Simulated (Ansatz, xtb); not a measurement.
**Isomers of C2H7FSSi in order of energy**

4 gas-phase structures of C2H7FSSi, from a drawn sample of its isomers (lower ones may exist). Each was relaxed with GFN2-xTB; where two conformers were screened, the lower at r2SCAN-D4/def2-SVP is listed:

A. `CSC[SiH2]F`, a singlet
B. `FCC[SiH2]S`, a singlet
C. `CS[SiH2]CF`, a singlet
D. `C[C@H](F)[SiH2]S`, a singlet

Q: Make a reasoned guess at their ranking by r2SCAN-D4/def2-SVP single-point energy.

A: Calculated order at r2SCAN-D4/def2-SVP: A (0.0), B (16.4), D (18.9), C (28.6) kcal/mol.

Energies above the lowest of each column, in kcal/mol; the last columns are at B3LYP/def2-SVP geometries and were run for some of them only (a dash: not run or not comparable):

| structure | GFN2-xTB | HF/STO-3G | r2SCAN-D4/def2-SVP | B3LYP/def2-SVP | CCSD(T)/def2-SVP + ΔMP2/def2-TZVPP |
| --- | --- | --- | --- | --- | --- |
| A | 0.0 | 0.0 | 0.0 | 0.0 | 0.0 |
| B | 18.3 | 2.3 | 16.4 | 18.0 | 24.3 |
| D | 19.7 | 3.4 | 18.9 | 20.2 | 27.3 |
| C | 27.5 | 3.7 | 28.6 | – | – |

Every level run on A puts it lowest or level with the lowest. Flexible structures stand in one conformer each, not always the lowest. Frequencies (GFN2-xTB) were run for A, B, D alone. The ΔMP2 step shifts differences by up to 6.1 kcal/mol, which makes them less sure. ΔMP2 is the change of the MP2 energy from the smaller to the larger basis.

Over these structures GFN2-xTB departs from r2SCAN-D4/def2-SVP by 1.0 kcal/mol on average once a common shift is removed. A GFN2-xTB relaxation took about 0.12 s and the r2SCAN-D4/def2-SVP energy about 1.7 s on a shared host (Ansatz 0.2.0, xtb 6.7.1).
